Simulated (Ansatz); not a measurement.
`NB[SiH](F)Cl`. Charge 0, multiplicity 1.

Cartesian coordinates in Å:
```
N 1.4475 0.6910 -0.2854
B 0.2246 0.2804 -0.7815
Si -1.0159 -0.7025 0.4528
F -0.2748 -0.9243 1.8617
Cl -2.6877 0.4388 0.8194
H 2.1209 1.2052 -0.8308
H 1.7477 0.5149 0.6603
H -0.0573 0.5305 -1.9173
H -1.5049 -2.0341 0.0209
```

Problem. What are the harmonic wavenumbers in cm⁻¹ at PBE0-D4/def2-TZVP (Ansatz, finite differences of forces, unscaled)? (Best estimate.)

Solution. Computed: 63, 111, 174, 250, 375, 509, 574, 606, 684, 801, 814, 872, 899, 924, 1148, 1377, 1649, 2238, 2619, 3592, 3684.

Problem. Is this a minimum?

Solution. Yes, all 21 modes are real.

Problem. Give the ideal-gas thermochemistry at 298.15 K and 1 bar (rigid rotor, harmonic oscillator; point group C1, symmetry number 1).

Solution. Zero-point energy 143.3 kJ/mol; H(298) − E = 163.6 kJ/mol; entropy 348.2 J/(mol·K), of which translation 167.6, rotation 115.3, vibration 65.2; G(298) − E = 59.8 kJ/mol. Modes under 100 cm⁻¹ are hindered rotations or soft bends, so the harmonic entropy is rough.

Problem. And at 400, 500, 600, 800 and 1000 K?

Solution. 
```json
{"T (K)": "400", "H − E (kJ/mol)": "175.0", "S (J/mol/K)": "380.9", "G − E (kJ/mol)": "22.7"}
{"T (K)": "500", "H − E (kJ/mol)": "187.8", "S (J/mol/K)": "409.2", "G − E (kJ/mol)": "-16.9"}
{"T (K)": "600", "H − E (kJ/mol)": "201.7", "S (J/mol/K)": "434.6", "G − E (kJ/mol)": "-59.1"}
{"T (K)": "800", "H − E (kJ/mol)": "232.1", "S (J/mol/K)": "478.3", "G − E (kJ/mol)": "-150.5"}
{"T (K)": "1000", "H − E (kJ/mol)": "265.0", "S (J/mol/K)": "514.9", "G − E (kJ/mol)": "-249.9"}
```

Problem. Rotational constants (cm⁻¹)?

Solution. 0.1565, 0.0631, 0.05124.
